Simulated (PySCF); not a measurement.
Gas-phase reaction: CH₃GeH₃ + 3 GeO₂ ⇌ 4 GeO + 2 H₂ + HCOOH

Computed with PySCF (xtb for GFN2) and rigid-rotor harmonic-oscillator thermochemistry at 1 bar. † marks an energy on the PBE0/def2-TZVP geometry and frequencies; other levels use their own. MP2 and CCSD(T) freeze the core. 6-31G* has spherical d functions here. All species are closed-shell singlets. B3LYP is the form with VWN-RPA correlation. Ge: all electrons, no relativistic terms. GeO₂: computed as isolated molecules; such fragments, hydroxides, amides, oligomers or adducts are transient or little studied in the gas. MP2 isn't extrapolated to the basis-set limit; its ΔH°(298 K) is -310.0 kJ in def2-SVP and -215.2 kJ in def2-TZVPP. CCSD(T) isn't extrapolated to the basis-set limit; its ΔH°(298 K) is -357.4 kJ in def2-SVP and -252.4 kJ in def2-TZVPP. The harmonic model lacks anharmonicity and excited electronic states, which grow with temperature; levels with a mode under 35 cm⁻¹ are left out. Internal rotation in CH₃GeH₃, HCOOH is treated as a harmonic vibration of one conformer, which makes the entropy rough. Warning, large T1 diagnostic: GeO, GeO₂ (CCSD(T)/def2-SVP†).

```csv
level,"ΔE electronic, kJ","ΔH°(298 K), kJ","ΔS°(298 K), J/K","ΔG°(1600 K), kJ"
B3LYP/6-31G*,-386,-404,395,-1019
BLYP/def2-TZVP†,-315,-335,401,-962
CCSD(T)/def2-SVP†,-338,-357,401,-985
GFN2-xTB,-387,-414,390,-1022
HF/def2-TZVP†,-346,-365,401,-993
MP2/def2-SVP†,-291,-310,401,-938
MP2/def2-TZVPP†,-196,-215,401,-843
PBE/def2-TZVP†,-223,-242,401,-870
PBE0/def2-QZVP†,-235,-255,401,-882
ωB97M-V/def2-TZVP†,-297,-317,401,-944
ωB97X-V/def2-TZVP†,-241,-261,401,-888
```
ΔH° is lowest at GFN2-xTB and highest at MP2/def2-TZVPP†. No reference value is set beside these.
